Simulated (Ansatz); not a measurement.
`CC(=O)CC(=O)c1ccccc1`, charge 0, multiplicity 1.

Problem. Give a relaxed structure at PBE0-D4/def2-TZVP (Ansatz). (Estimate.)

Solution. The calculation gave: 
```xyz
22

C    -1.750   -2.035   -2.189
C    -0.620   -1.054   -2.122
O    -0.603   -0.026   -2.750
C     0.528   -1.427   -1.192
C     0.138   -1.165    0.255
O    -0.374   -2.047    0.907
C     0.378    0.184    0.824
C     0.221    0.352    2.200
C     0.423    1.590    2.778
C     0.769    2.677    1.984
C     0.912    2.521    0.614
C     0.727    1.277    0.033
H    -1.417   -2.921   -2.740
H    -2.023   -2.374   -1.187
H    -2.604   -1.593   -2.699
H     0.725   -2.497   -1.265
H     1.409   -0.858   -1.484
H    -0.061   -0.509    2.795
H     0.309    1.714    3.849
H     0.924    3.650    2.437
H     1.170    3.371   -0.006
H     0.819    1.170   -1.041
```
This is one stationary point; other conformers may exist.
